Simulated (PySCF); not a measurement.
Compound: C2H7FO2Si2 (charge -1 and doublet state).
Numbering: `[OH:1][SiH2:2][O:3][C-:4]([SiH3:5])[CH:6][F:7]` (hydrogens: H8 on O1; H9, H10 on Si2; H11, H12, H13 on Si5; H14 on C6)

Structure used (GFN2-xTB), in Å, numbered top down from 1:
```
atom  x, y, z in Å
O1     3.0856   -0.8537    0.2741
Si2    2.0046    0.3801    0.4294
O3     0.5855   -0.3401    0.4117
C4    -0.7391    0.1112    0.5022
Si5   -1.9815   -1.0688   -0.1193
C6    -0.9182    1.4239    0.9576
F7    -2.1244    2.0689    0.6159
H8     2.6832   -1.7163    0.2128
H9     2.3117    1.2908   -0.6859
H10    2.3465    1.0502    1.6945
H11   -3.2268   -1.0520    0.6855
H12   -2.5423   -0.9990   -1.5264
H13   -1.3896   -2.4291   -0.0961
H14   -0.0957    2.1333    0.9020
```

The hyperfine couplings belong to this conformer and change with its torsions.

Computed, not measured: UKS B3LYP, pcH-1 on C F H O Si, non-relativistic, mean-field spin-orbit, GIAO in PySCF. Whether the extra electron is bound in the gas phase wasn't checked; a finite basis holds it in any case. A GFN2-xTB geometry isn't a minimum of the functional, and hyperfine couplings can be far from their values at a DFT geometry, by a factor of two or more for some ions and for spin on atoms past the first row. Stability of the SCF solution: not tested.

Question: The isotropic 17O couplings are -11.5, -2.7 MHz. Assign them to O1; O3.

Answer: 
```tsv
site	a_iso (MHz)	ρ(0) (bohr⁻³)	position	distance from C6 (Å)	spin population	largest |T| (MHz)
O1	-2.7	+0.0045	4 bonds from C6	4.66	0.00	0.3
O3	-11.5	+0.0190	2 bonds from C6	2.38	0.00	8.4
```

Question: The isotropic 29Si couplings are -9.2, +5.9 MHz. Assign them to Si2; Si5.

Answer: 
```csv
site,a_iso (MHz),ρ(0) (bohr⁻³),position,distance from C6 (Å),spin population,largest |T| (MHz)
Si2,-9.2,+0.0104,3 bonds from C6,3.15,+0.03,4.0
Si5,+5.9,-0.0064,2 bonds from C6,2.92,+0.14,15.7
```

Question: Match the computed a_iso(13C) values +212.1, +58.8 MHz with the sites C4; C6.

Answer: 
| site | a_iso (MHz) | ρ(0) (bohr⁻³) | position | distance from C6 (Å) | spin population | largest \|T\| (MHz) |
| --- | --- | --- | --- | --- | --- | --- |
| C4 | +58.8 | +0.0523 | 1 bond from C6 | 1.40 | +0.25 | 44.9 |
| C6 | +212.1 | +0.1887 | largest spin population | 0.00 | +0.49 | 83.5 |

ρ(0) is the spin density at the nucleus and T the dipolar tensor; a_iso includes a spin–orbit part; entries for several nuclei are means. The Mulliken spin populations are largest on C6 (+0.49), C4 (+0.25), Si5 (+0.14) and H12 (+0.06).

Examples of negative spin density at the nucleus (bohr⁻³): Si5 (-0.0064).

Means are taken over nuclei equivalent by connectivity, which assumes that they swap fast. The three 1H nuclei of mean +35.6 MHz run from 6.5 to 86.3 MHz in the frozen geometry. The 1H value of +6.8 MHz is a mean of couplings from -2.1 to 15.7 MHz in this one geometry, not an average over conformers.

The SMILES `O[SiH2]O[C-]([SiH3])[CH]F` draws the unpaired electron on C6, whose computed spin population is only +0.49.
